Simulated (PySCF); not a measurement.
C₆ coefficients of unlike pairs at PBEsol

Calculated with PySCF 2.14 from the dipole response of each species, C₆(A,B) = (3/π) ∫ α_A(iu) α_B(iu) du, in atomic units, from isotropic polarisabilities. For ions this is the dispersion term alone; charge-induced terms of lower order in 1/R come first.

```csv
species,configuration,basis,relativity,α (bohr³),C₆ (like pair)
Sc⁺,[Ar] 3d1 4s1 (3D),"aug-cc-pwCVTZ-DK with one added diffuse shell each of s, p, d, f, g type (11s10p8d5f4g)",spin-free X2C,58.77,398.5
Al²⁺,[Ne] 3s1 (2S),"aug-cc-pV(T+d)Z with one added diffuse shell each of s, p, d, f type (7s6p5d3f)",none,13.59,36.37
Ar²⁺,[Ne] 3s2 3p4 (3P),aug-cc-pV(5+d)Z (8s7p6d4f3g2h),none,4.847,17.03
Ti²⁺,[Ar] 3d2 (3F),"x2c-QZVPPall with one added diffuse shell each of s, p, d, f, g type (12s8p6d4f3g)",spin-free X2C,5.293,15.77
```

**Question.** Estimate C₆ for Ti²⁺ with Sc⁺.

**Answer.** The integral gives 62.64. The combination rule 2 C_A C_B / (C_A α_B/α_A + C_B α_A/α_B) gives 59.56 and the geometric mean 79.27.

No spin-orbit coupling is included.

The other pairs:

| pair | C₆ |
| --- | --- |
| Ar²⁺, Sc⁺ | 62.42 |
| Ti²⁺, Al²⁺ | 20.69 |
| Ar²⁺, Al²⁺ | 20.95 |
| Al²⁺, Sc⁺ | 117.4 |
| Ti²⁺, Ar²⁺ | 16.31 |
